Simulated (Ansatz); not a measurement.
# A relaxation, step by step

AlH5SeS, closed shell, PBE0-D4/def2-TZVP (Ansatz 0.2.0). Settings:

```yaml
hamiltonian: {xc: pbe0, dispersion: d4}
relax: {f_tol: 0.005, max_steps: 200}
```

Start, a step off a saddle point along its unstable mode:

Al1  (-0.989, 0.031, -0.292)
S2  (0.441, 1.807, -0.278)
H3  (-1.299, -0.548, -1.737)
H4  (-2.003, 0.062, 0.934)
H5  (1.229, -0.141, 0.352)
Se6  (1.003, -1.463, 0.547)
H7  (0.960, 1.507, -1.492)
H8  (0.658, -1.254, 1.966)
(Å)

```json
{"step": "1", "energy less the last (meV)": "504.6", "largest force component (eV/Å)": "4.270"}
{"step": "2", "energy less the last (meV)": "131.1", "largest force component (eV/Å)": "0.445"}
{"step": "3", "energy less the last (meV)": "95.7", "largest force component (eV/Å)": "0.491"}
{"step": "4", "energy less the last (meV)": "64.9", "largest force component (eV/Å)": "0.479"}
{"step": "5", "energy less the last (meV)": "48.0", "largest force component (eV/Å)": "0.267"}
{"step": "6", "energy less the last (meV)": "36.5", "largest force component (eV/Å)": "0.383"}
{"step": "7 (rejected trial)", "energy less the last (meV)": "40.7", "largest force component (eV/Å)": "0.312"}
{"step": "8", "energy less the last (meV)": "26.5", "largest force component (eV/Å)": "0.163"}
{"step": "9", "energy less the last (meV)": "20.3", "largest force component (eV/Å)": "0.036"}
{"step": "10", "energy less the last (meV)": "15.2", "largest force component (eV/Å)": "0.052"}
{"step": "11 (rejected trial)", "energy less the last (meV)": "25.3", "largest force component (eV/Å)": "0.575"}
{"step": "12", "energy less the last (meV)": "12.8", "largest force component (eV/Å)": "0.087"}
{"step": "13", "energy less the last (meV)": "11.0", "largest force component (eV/Å)": "0.175"}
{"step": "14", "energy less the last (meV)": "7.8", "largest force component (eV/Å)": "0.096"}
{"step": "15", "energy less the last (meV)": "5.3", "largest force component (eV/Å)": "0.108"}
{"step": "16", "energy less the last (meV)": "3.8", "largest force component (eV/Å)": "0.160"}
{"step": "17", "energy less the last (meV)": "2.3", "largest force component (eV/Å)": "0.097"}
{"step": "18 (rejected trial)", "energy less the last (meV)": "3.7", "largest force component (eV/Å)": "0.062"}
{"step": "19", "energy less the last (meV)": "0.7", "largest force component (eV/Å)": "0.013"}
{"step": "20 (rejected trial)", "energy less the last (meV)": "1.0", "largest force component (eV/Å)": "0.046"}
{"step": "21", "energy less the last (meV)": "0.4", "largest force component (eV/Å)": "0.008"}
{"step": "22", "energy less the last (meV)": "0.1", "largest force component (eV/Å)": "0.025"}
{"step": "23", "energy less the last (meV)": "0.1", "largest force component (eV/Å)": "0.025"}
{"step": "24", "energy less the last (meV)": "0.0", "largest force component (eV/Å)": "0.013"}
{"step": "25", "energy less the last (meV)": "0.0", "largest force component (eV/Å)": "0.003"}
```

Step 5, positions (Å) and forces (eV/Å):

```
atom       x       y       z      Fx      Fy      Fz
 Al1  -0.956   0.151  -0.315  -0.267  -0.007  -0.157
  S2   0.297   1.991  -0.414   0.019  -0.044  -0.053
  H3  -1.280  -0.591  -1.683   0.108   0.019  -0.034
  H4  -2.027   0.084   0.860   0.160   0.017   0.079
  H5   1.811  -0.440   0.595  -0.004  -0.116   0.037
 Se6   0.903  -1.602   0.615  -0.019   0.134   0.021
  H7   0.713   1.753  -1.673  -0.041   0.005   0.093
  H8   0.539  -1.345   2.015   0.045  -0.008   0.014
```

Step 13, positions (Å) and forces (eV/Å):

```
atom       x       y       z      Fx      Fy      Fz
 Al1  -0.995   0.151  -0.366   0.042  -0.006   0.008
  S2   0.194   2.025  -0.315  -0.012   0.015  -0.033
  H3  -1.121  -0.584  -1.767  -0.005   0.001  -0.011
  H4  -2.069  -0.003   0.795   0.001  -0.003  -0.008
  H5   1.953  -0.901   0.390  -0.159  -0.082   0.033
 Se6   0.724  -1.628   0.766   0.108   0.175   0.138
  H7   0.639   1.883  -1.576  -0.006  -0.009   0.041
  H8   0.676  -0.942   2.073   0.031  -0.091  -0.169
```

Step 16, positions (Å) and forces (eV/Å):

```csv
atom,x,y,z,Fx,Fy,Fz
Al1,-1.014,0.148,-0.365,0.002,0.013,-0.016
S2,0.105,2.063,-0.281,0.051,-0.033,-0.103
H3,-1.042,-0.610,-1.763,0.000,0.006,0.019
H4,-2.147,-0.017,0.735,0.000,-0.001,-0.009
H5,1.900,-1.034,0.258,-0.130,-0.061,0.044
Se6,0.661,-1.600,0.824,0.160,0.127,0.102
H7,0.708,1.860,-1.469,-0.057,0.026,0.108
H8,0.828,-0.810,2.060,-0.027,-0.078,-0.145
```

Last step (25):

Al1  (-1.022, 0.136, -0.370)
S2  (0.075, 2.059, -0.231)
H3  (-0.991, -0.624, -1.765)
H4  (-2.195, -0.035, 0.686)
H5  (1.847, -1.165, 0.179)
Se6  (0.634, -1.586, 0.892)
H7  (0.728, 1.879, -1.391)
H8  (0.924, -0.665, 1.999)
(Å)

The run took about 43 s on 4 CPU threads of an Intel Xeon (shared host).
